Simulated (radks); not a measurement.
Q: The table gives one normalised radial function P(r) = r R(r) of Kr10+ in [Ne] 3s1 3p6 3d9 (r in bohr). All-electron calculation, scalar-relativistic Kohn-Sham, LDA (Slater exchange, Perdew-Wang correlation), spin-polarised, spherical densities, finite nucleus; open shells are filled with parallel spins first; Fermi nuclear charge, rms radius 4.1884 fm. Program: a radial shooting solver on a logarithmic mesh with Libxc functionals.

r,P
0.003883,0.0214
0.004858,0.0323
0.006127,0.0492
0.007665,0.0736
0.009666,0.1112
0.01209,0.1645
0.01525,0.2444
0.01908,0.3539
0.02406,0.5106
0.0301,0.7132
0.03766,0.9719
0.0475,1.2964
0.05942,1.6468
0.07494,2.0073
0.09375,2.2903
0.1182,2.4347
0.1479,2.3625
0.1865,2.0456
0.2334,1.5583
0.292,1.0123
0.3682,0.5277
0.4606,0.2212
0.5809,0.0664
0.7268,0.0145
0.9166,0.0019
1.147,0.0002
1.446,0.0000
1.809,0.0000

Which n and l does it have? It may be an empty orbital.

A: n = 2, l = 1: the number of nodes gives n - l - 1 = 0, the rise at small r (about r^(l+1)) gives l, and the extent must fit the shell. The curve is that of 2p down; the table hardly tells the two spins apart. 2p down: eigenvalue -1873.9 eV, 0 radial nodes, <r> = 0.160 bohr, 90 % of the charge inside 0.261 bohr.
